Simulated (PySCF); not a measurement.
PySCF input file for Si(H)2(OH)(NH2) (H5NOSi), SMILES N[SiH2]O, B3LYP/pcJ-1. Coordinates come from a r2SCAN-D4/def2-TZVP optimisation. A frequency run showed that this geometry is not a minimum. The values are those of a single conformer.

```python
import numpy as np
from pyscf import gto, scf, dft
from pyscf.prop.ssc import rks as ssc

mol = gto.M(
    atom='''
    Si   -0.34320087   -0.31465523   -0.00619618
    N     1.31361361   -0.69005105    0.11064533
    O    -0.59262613    1.31770611   -0.09554772
    H    -1.01591903   -0.85489652    1.20354469
    H    -0.87086535   -0.96465044   -1.23384142
    H     1.91965339   -0.59029626   -0.68895479
    H     1.81813770   -0.52125434    0.96710942
    H    -1.50048077    1.62497912   -0.17124685
    ''',
    basis='pcJ-1',
    charge=0,
    spin=0,
    max_memory=1600,
    verbose=3,
)
mf = dft.RKS(mol, xc='b3lyp')
mf.grids.level = 3
mf.conv_tol = 1e-10
mf.max_cycle = 100
mf.kernel()
j = ssc.SSC(mf)
j.with_fcsd = True
j.max_cycle_cphf = 80
j.conv_tol = 1e-7
e11 = j.kernel()
```

It prints:

```
converged SCF energy = -420.636838053399
Reduced spin-spin coupling constant K (Hz)
               #0        #1        #2        #3        #4
        0 Si   0.00000
        1 N   30.57925   0.00000
        2 O  -34.30459   3.56513   0.00000
        3 H   38.46791   2.78603   1.65398   0.00000
        4 H   38.44349   2.77938   1.63524   0.71398   0.00000
        5 H    0.12487  25.47332  -0.40994   0.35557   0.02178
        6 H    0.13164  25.48036  -0.41022   0.02291   0.35455
        7 H    0.39699   0.54623  20.42125  -0.05959  -0.05893
               #5        #6        #7
        5 H    0.00000
        6 H   -0.23681   0.00000
        7 H   -0.03269  -0.03270   0.00000
Spin-spin coupling constant J (Hz)
               #0        #1        #2        #3        #4
        0 Si   0.00000
        1 N  -13.71201   0.00000
        2 O  -28.85984  -1.09041   0.00000
        3 H  -238.63032   6.28329  -6.99839   0.00000
        4 H  -238.47886   6.26830  -6.91912  22.27630   0.00000
        5 H   -0.77463  57.44960   1.73454  11.09377   0.67947
        6 H   -0.81663  57.46549   1.73573   0.71480  11.06207
        7 H   -2.46266   1.23190 -86.40746  -1.85924  -1.83865
               #5        #6        #7
        5 H    0.00000
        6 H   -7.38849   0.00000
        7 H   -1.01989  -1.02035   0.00000
```

The calculation finished and met its thresholds.

Cost: around 90 core-seconds (rough).
